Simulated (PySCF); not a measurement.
**Name the molecule from its bond curve**

A diatomic of charge +1 contains Ru. Its quintet curve at PBE0 in a triple-zeta basis (scalar-relativistic core potentials, PySCF), in eV from the separated fragments:

(R (Å), E (eV)): (1.841, -1.746), (1.927, -2.507), (2.013, -2.921), (2.077, -3.065), (2.141, -3.103), (2.205, -3.059), (2.291, -2.909), (2.398, -2.622), (2.526, -2.198), (2.698, -1.584)

The fit gives ωe = 457 cm⁻¹ and the rotational constant Bₑ = 0.1420 cm⁻¹.

**Question.** Which atom is the partner?

**Answer.** The minimum lies at 2.136 Å, so the reduced mass is 16.8576 u Å² cm⁻¹/(Bₑ·Re²) = 26.02 u. With Ru at 101.90 u the partner weighs about 34.9 u: Cl. The molecule is RuCl⁺.

Spin–orbit coupling is left out. The state is the lowest single determinant that the PBE0 search found; with open d or f shells the true ground state can be another one.
